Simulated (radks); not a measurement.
The cobalt ion Co2+, 25 electrons, occupied as [Ar] 3d7. All-electron calculation, Dirac Kohn-Sham, Slater X-alpha with alpha = 0.796, spin-unpolarised, spherical densities, finite nucleus; open shells fill j = l - 1/2 first; Fermi nuclear charge, rms radius 3.7875 fm. Program: a radial shooting solver on a logarithmic mesh with Libxc functionals.

Unscreened Slater integrals over Kohn-Sham orbitals (cm^-1). Large and small components are both included.

F0(3d5/2,3d5/2): 204720
F2(3d5/2,3d5/2): 93633
F4(3d5/2,3d5/2): 58037
F0(3d5/2,3d3/2): 205230
F2(3d5/2,3d3/2): 93868
G2(3d5/2,3d3/2): 93787
G4(3d5/2,3d3/2): 58136
F0(3d5/2,3p3/2): 221900
F2(3d5/2,3p3/2): 103940
G1(3d5/2,3p3/2): 128730
G3(3d5/2,3p3/2): 77770
F0(3d5/2,3p1/2): 223110
G3(3d5/2,3p1/2): 78122
F0(3d3/2,3d3/2): 205740
F2(3d3/2,3d3/2): 94105
F0(3d3/2,3p3/2): 222510
F2(3d3/2,3p3/2): 104240
G1(3d3/2,3p3/2): 129030
G3(3d3/2,3p3/2): 77967
F0(3d3/2,3p1/2): 223720
G1(3d3/2,3p1/2): 129840
F0(3p3/2,3p3/2): 243790
F2(3p3/2,3p3/2): 121590
F0(3p3/2,3p1/2): 245240
G2(3p3/2,3p1/2): 122200
F0(3p1/2,3p1/2): 246730
